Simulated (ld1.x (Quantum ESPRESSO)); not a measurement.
## tellurium (Te), ultrasoft: configuration errors across variants

* Element: Te (Z = 52)
* Generator: ld1.x (Quantum ESPRESSO) 7.5
* Type: ultrasoft
* Functional: LDA (PZ)
* Relativity: scalar-relativistic
* Frozen core: [Kr]
* Valence charge: 16
* Reference configuration: 4d10 5s2 5p4
* Partial waves: 5s (bound): rcut 1.85, rcutus 2.05 bohr; 5s channel at -0.75 Ry: rcut 1.85, rcutus 2.05 bohr; 5p (bound): rcut 1.45, rcutus 1.75 bohr; 5p channel at 0.3 Ry: rcut 1.45, rcutus 1.75 bohr; 4d (bound): rcut 0.70, rcutus 0.90 bohr; 4d channel at -1.7 Ry: rcut 0.70, rcutus 0.90 bohr
* Local potential: all-electron potential smoothed inside 1.40 bohr (lloc = -1)
* Core correction: Bessel-smoothed model core inside 0.95 bohr
* Augmentation charge: built from norm-conserving waves at rcut, not smoothed further

All-electron excitation energies from the reference (eV): (1) 4d10 5s2 5p3 9.916; (2) 4d10 5s2 5p2 28.089; (3) 4d10 5s2 5p1 55.321.

The overlap operator is not positive definite (basis up to 400 Ry) in “wave 5s channel at -0.75 Ry: rcut 1.85, rcutus 2.05 bohr becomes 5s channel at 4.66 Ry: rcut 1.85, rcutus 2.05 bohr”, “local potential all-electron potential smoothed inside 0.88 bohr (lloc = -1)”, “waves 5s (bound): rcut 1.85, rcutus 2.96 bohr; 5s channel at -0.75 Ry: rcut 1.85, rcutus 2.96 bohr”. Such files are unfit for use, however small their errors in these radial tests.

1 further variants failed, have other tests or too few solved ones, and are left out.

A true bound ghost makes a file unfit for plane-wave use even where its test errors are small: the radial tests pick states by their node count and pass the ghost by.

Errors AE − PS in meV (a dash: test not solved or not reliable):

| change | (1) | (2) | (3) | bound ghosts |
| --- | --- | --- | --- | --- |
| base | -3.4 | -12 | -28 | s, p |
| waves 4d (bound): rcut 0.66, rcutus 0.70 bohr; 4d channel at -1.7 Ry: rcut 0.66, rcutus 0.70 bohr | -3.4 | -12 | -27 | s, p |
| type RRKJ; waves now 5s (bound): rc 2.05 bohr; 5p (bound): rc 1.75 bohr; 4d (bound): rc 0.90 bohr; local potential all-electron potential smoothed inside 1.85 bohr (lloc = -2); rho0 0.005 | +0.9 | +8.3 | +19 | none |
| wave 5s channel at -0.75 Ry: rcut 1.85, rcutus 2.05 bohr becomes 5s channel at 4.66 Ry: rcut 1.85, rcutus 2.05 bohr | -3.1 | -10 | -21 | p (s not tested, overlap not positive) |
| local potential all-electron potential smoothed inside 0.88 bohr (lloc = -1) | -3.3 | -12 | -27 | p (s not tested, overlap not positive) |
| waves 5s (bound): rcut 1.85, rcutus 2.96 bohr; 5s channel at -0.75 Ry: rcut 1.85, rcutus 2.96 bohr | -3.1 | -8.8 | -14 | p (s not tested, overlap not positive) |
| local potential all-electron potential smoothed inside 1.60 bohr (lloc = -1) | – | – | – | p, s |
| waves 5p (bound): rcut 1.45, rcutus 2.64 bohr; 5p channel at 0.3 Ry: rcut 1.45, rcutus 2.64 bohr | -3.3 | -11 | -25 | s |

(1) Give the same row for: core correction Bessel-smoothed model core inside 0.78 bohr.

## Answers

(1) -3.3, -12, -28; bound ghosts: s, p.
